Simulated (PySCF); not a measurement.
**HgC: one state, many levels of theory**

State: ³Σ⁻ (triplet), unpaired electrons π ↑↑. Set-up: basis Hg def2-SVP with ECP60, C def2-SVP; scalar-relativistic core potentials; PySCF 2.14. De refers to Hg + C in their high-spin ground configurations, without counterpoise correction. The functionals are run spin-unrestricted. A positive dipole means Hg(−)C(+). Levels whose curve was spin-contaminated or gave no clean fit are not listed.

```json
{"Level": "ROHF-MP2", "Re (Å)": "2.212", "ωe (cm⁻¹)": "273", "De (eV)": "0.307", "μ (D)": "n/a"}
{"Level": "ROHF-SCS-MP2", "Re (Å)": "2.299", "ωe (cm⁻¹)": "205", "De (eV)": "0.175", "μ (D)": "n/a"}
{"Level": "PBE", "Re (Å)": "2.149", "ωe (cm⁻¹)": "393", "De (eV)": "0.95", "μ (D)": "-2.48"}
{"Level": "BLYP", "Re (Å)": "2.207", "ωe (cm⁻¹)": "340", "De (eV)": "0.68", "μ (D)": "-2.25"}
{"Level": "r²SCAN", "Re (Å)": "2.167", "ωe (cm⁻¹)": "377", "De (eV)": "0.85", "μ (D)": "-2.49"}
{"Level": "M06-L", "Re (Å)": "2.218", "ωe (cm⁻¹)": "337", "De (eV)": "0.79", "μ (D)": "-2.71"}
{"Level": "PBE0", "Re (Å)": "2.189", "ωe (cm⁻¹)": "353", "De (eV)": "0.69", "μ (D)": "-2.55"}
{"Level": "CAM-B3LYP", "Re (Å)": "2.239", "ωe (cm⁻¹)": "299", "De (eV)": "0.455", "μ (D)": "-2.28"}
{"Level": "B2PLYP", "Re (Å)": "2.240", "ωe (cm⁻¹)": "300", "De (eV)": "0.421", "μ (D)": "-2.22"}
```

The bond length runs from 2.149 Å (PBE) to 2.299 Å (ROHF-SCS-MP2). De spans 0.17 eV (ROHF-SCS-MP2, perturbation theory) to 0.95 eV (PBE, GGA).

Correlated steps freeze 1 core orbital. Correlated levels converge slowly with the basis: in double zeta they bind strong bonds too weakly, by up to about 1 eV, and carry superposition errors of some tenths. These are scalar-relativistic numbers at best; spin–orbit coupling would shift them, the dissociation energy most. B2PLYP dipoles, levels and charges come from its SCF part alone. The state is the lowest determinant that a PBE0 search found; another state may lie lower at other levels.

The whole job (state search and all levels along the bond) took about 1.8 min on 1 thread of Arm Neoverse V2 (shared host), peak memory 0.58 GiB.
